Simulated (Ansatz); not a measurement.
```xyz
9

O     0.183    0.038   -1.109
Al    0.891   -0.996    0.343
C    -0.709    0.112    0.233
O    -0.764    1.395    0.680
F     0.713   -2.618    0.063
H     0.585    0.907   -1.232
H     2.263   -0.442    0.881
H    -1.667   -0.265   -0.127
H    -1.495    1.870    0.267
```

Charge 0, multiplicity 1. The bonds changed during the relaxation, so this is another structure than the one it started from.

(1) List the PBE/def2-TZVPP orbital energies in eV (Ansatz 0.2.0). (An estimate is asked.)

Answers

(1) Ansatz gave: Occupied: -1506.30, -658.38, -511.66, -511.64, -271.36, -106.57, -68.61, -68.50, -68.45, -27.70, -27.39, -25.91, -16.96, -14.49, -12.91, -11.22, -10.54, -9.92, -9.60, -8.86, -8.83, -8.05, -7.53, -6.12. Lowest empty: -0.75, -0.54, 0.06, 0.64, 0.88, 1.42, 1.83, 3.00.
